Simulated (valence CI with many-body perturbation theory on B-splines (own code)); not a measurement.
Values are calculated unless marked as measured or tabulated.
# From CI to CI+MBPT in Ho XXVI

Method: valence CI with perturbative core correlation (CI+MBPT): six valence electrons over a frozen Dirac-Fock core [Kr], a basis of 7 s, 7 p, 8 d, 6 f, 4 g, 1 h functions for each j, with the one-electron correlation potential Σ1, the two-electron term Σ2, the three-electron term Σ3, Breit, model QED; selected CI, second order for the rest, scaled by the run's own slope (own B-spline code, finite nucleus).

No measured levels were compared; by estimate terms of the open shell hold to 2 to 4 % of their energy, and close levels can change places. Core correlation moves these levels by up to 6600 cm⁻¹, and in measured spectra 5 to 20 % of such shifts remained as error; rates that hang on mixing are uncertain with them. Among the levels kept, up to 800 cm⁻¹ of a level comes from second order outside the variational space, and about a tenth of that is noise between levels of different J, which matters for small intervals. Only levels of the ground parity were solved; by the run's estimate the other parity begins above the list, which can be wrong where configurations are misplaced.

Each rung adds one term. CI alone is the Dirac-Coulomb CI over the frozen core; QED comes last and gives the full result, which names the levels. Energies are above (4d3/2^4 4d5/2^2) J=4 on the same rung, in cm⁻¹.

Levels are named by their leading jj configuration (3d3/2^4 stands for four electrons in 3d with j = 3/2), which in mixed levels can hold well under half, so a name can repeat and another be missing. Letters in brackets count levels of one name in rising energy.

```tsv
Level	CI alone	+ Σ1	+ Σ2	+ Σ3	+ Breit	Full
(4d3/2^4 4d5/2^2) J=2	18785	18780	18968	17438	17754	17751
(4d3/2^4 4d5/2^2) J=0	49143	49291	51634	50198	50256	50312
(4d3/2^3 4d5/2^3) J=3 [a]	56669	57217	58461	59060	57624	57828
(4d3/2^3 4d5/2^3) J=1 [a]	67874	68429	70316	70208	68980	69186
(4d3/2^3 4d5/2^3) J=4 [a]	71511	71977	71386	70851	69568	69735
(4d3/2^3 4d5/2^3) J=5	93074	93615	91284	90111	88387	88568
(4d3/2^3 4d5/2^3) J=6	95542	96106	93109	91913	89861	90045
(4d3/2^3 4d5/2^3) J=2	105958	106506	105764	103024	101706	101896
(4d3/2^3 4d5/2^3) J=3 [b]	108299	108869	108007	106108	104593	104788
(4d3/2^2 4d5/2^4) J=2 [a]	126976	127835	128750	127416	125342	125639
(4d3/2^3 4d5/2^3) J=0	138371	138890	136363	131743	130772	130933
(4d3/2^3 4d5/2^3) J=1 [b]	136670	137307	135870	132877	131621	131836
(4d3/2^3 4d5/2^3) J=4 [b]	138642	139317	138194	135536	133667	133894
(4d3/2^2 4d5/2^4) J=2 [b]	144153	144976	146705	144584	142352	142666
(4d3/2^3 4d5/2^3) J=3 [c]	150739	151337	149068	145128	143776	143971
(4d3/2^2 4d5/2^4) J=0 [a]	147540	148489	151386	150626	148164	148529
(4d3/2^2 4d5/2^4) J=4 [a]	158051	159121	159522	158079	154966	155352
(4d3/2^2 4d5/2^4) J=3 [a]	168598	169605	169337	167034	164282	164646
(4d3/2^2 4d5/2^4) J=5	169071	170198	169163	167803	164302	164698
```

Q: How does the ionisation energy move along the ladder, and which term matters most?

A: CI alone 879.91, + Σ1 882.27, + Σ2 885.96, + Σ3 886.35, + Breit 886.11, + QED 886.15 eV. The largest step is Σ2, 3.69 eV. NIST lists 885 ± 4 eV (theoretical).
